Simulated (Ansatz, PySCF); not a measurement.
H3N2, SMILES [NH]N, multiplicity 2. Atoms are numbered in the order given.

```xyz
5

N      0.6632    -0.3585     0.0835
N     -0.5475     0.1746    -0.1169
H      1.3280     0.4131     0.0078
H     -0.7220     1.1525     0.0745
H     -1.3088    -0.4416     0.1194
```
Charge 0, spin multiplicity 2.

Geometry optimised at PBE0-D3(BJ)/def2-TZVP. The isomer is the one that the SMILES or the coordinates give; other isomers of the formula were not compared.

Two levels are set side by side: PBE-D3(BJ)/def2-TZVP (Ansatz, an electronic-structure program) and PBE0-D3(BJ)/def2-TZVP (Ansatz). Each level has its own optimised geometry; the coordinates shown are those of the second. Frequencies come from the Hessian of PySCF at each geometry. Differences are taken from unrounded values.

```
quantity                            PBE0-D3(BJ)  PBE-D3(BJ)  PBE-D3(BJ) minus PBE0-D3(BJ)
----------------------------------  -----------  ----------  ----------------------------
mean bond length (Å)                      1.095       1.106                         0.012
bond N1–N2 (Å)                            1.338       1.353                         0.015
bond N1–H3 (Å)                            1.021       1.032                         0.011
bond N2–H4 (Å)                            1.012       1.023                         0.011
bond N2–H5 (Å)                            1.007       1.017                         0.010
highest harmonic wavenumber (cm⁻¹)         3658        3518                          -139
mean harmonic wavenumber (cm⁻¹)            1941        1867                           -74
zero-point energy (kcal/mol)              24.98       24.02                         -0.96
```

Exact exchange shortens and stiffens bonds; PBE has none. Differences between two approximate levels are no errors against the true value.
